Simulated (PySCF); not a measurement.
Work out the structure from these simulated measurements.

Formula: C8H4O3.

- Dipole: 5.84 D [PBE0/pcSseg-1]
- NMR, other nuclei: isotropic shieldings of nuclei other than C and H, by class: -135 (2 O), 18 (1 O) ppm [GIAO PBE0/pcSseg-1]
- 1H NMR: chemical shifts (computed TMS as zero) by class: 8.35 (2 H), 8.11 (2 H) ppm [GIAO PBE0/pcSseg-1]
- 13C NMR: chemical shifts (computed TMS as zero) by class: 169.3 (2 C), 140.4 (2 C), 138.0 (2 C), 132.0 (2 C) ppm [GIAO PBE0/pcSseg-1]
- Rotational structure: rotational constants A, B, C: 1.817, 1.199, 0.722 GHz [GFN2-xTB]

The electronic properties come from PySCF, for the isolated species, density fitting. Levels stand in brackets. Isolated species at its GFN2-xTB geometry, gas phase. NMR values are class means; diastereotopic atoms form classes of their own.

Q: What is the compound? Reason from the data.

A: Numbering: `[O:1]=[C:2]1[O:3][C:4](=[O:5])[c:6]2[cH:7][cH:8][cH:9][cH:10][c:11]21`. Its formula, C8H4O3, gives 7 degrees of unsaturation: 2 rings and 5 π bonds in the structure found (Kekulé form). 8 carbons fall into 4 classes; from least to most shielded: anhydride carbonyl carbon [C2/C4] (169.3 ppm, 2 C), aromatic CH carbon [C8/C9] (140.4 ppm, 2 C), substituted aromatic carbon [C6/C11] (138.0 ppm, 2 C), aromatic CH carbon [C7/C10] (132.0 ppm, 2 C). Hydrogen classes from least to most shielded: 2 H on 2 aromatic CH carbons, C7/C10 (8.35 ppm), 2 H on 2 aromatic CH carbons, C8/C9 (8.11 ppm). The other shieldings belong to: -135 ppm, anhydride carbonyl oxygen [O1/O5]; 18 ppm, anhydride bridging oxygen [O3]. The optimised geometry has point group C2v and is an asymmetric top. Structure: phthalic anhydride (`O=C1OC(=O)C2=CC=CC=C12`). The assignments are read from this structure; whether some other isomer fits the data as well wasn't checked.
